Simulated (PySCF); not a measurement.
C5H7F, SMILES C(/C)=C\C(F)=C. Atoms are numbered in the order given.

```xyz
13

C     -0.8344    -2.2302     0.0000
C     -0.0731    -1.1242     0.0000
F      1.2691    -1.2539     0.0000
C     -0.5375     0.2501     0.0000
C      0.2807     1.3211     0.0000
C     -0.1727     2.7402     0.0000
H     -1.9212    -2.1400     0.0000
H     -0.3767    -3.2208     0.0000
H     -1.6259     0.3814     0.0000
H      1.3626     1.1394     0.0000
H      0.2156     3.2799    -0.8815
H     -1.2699     2.8235     0.0000
H      0.2156     3.2799     0.8815
```

Geometry: r2SCAN-D4/def2-SVP. The values are those of a single conformer.

Calculation: PBE/pcSseg-1 run with PySCF.

GIAO shieldings, no solvent; atoms listed in one row are averaged. δ = σ(ref) − σ: ¹³C against TMS (σ = 182.0 ppm); ¹⁹F against CFCl3 (σ = 133.6 ppm); ¹H against TMS (σ = 31.49 ppm), references at their B3LYP-D3(BJ)/def2-TZVP geometries, non-relativistic.

Computed chemical shifts:
```csv
nucleus,atoms,count,δ (ppm)
¹³C,C2,1,173.6
¹³C,C5,1,138.0
¹³C,C4,1,131.7
¹³C,C1,1,96.6
¹³C,C6,1,24.3
¹⁹F,F3,1,-129.2
¹H,H10,1,6.52
¹H,H9,1,6.10
¹H,H8,1,4.98
¹H,H7,1,4.65
¹H,"H11, H12, H13",3,2.25
```
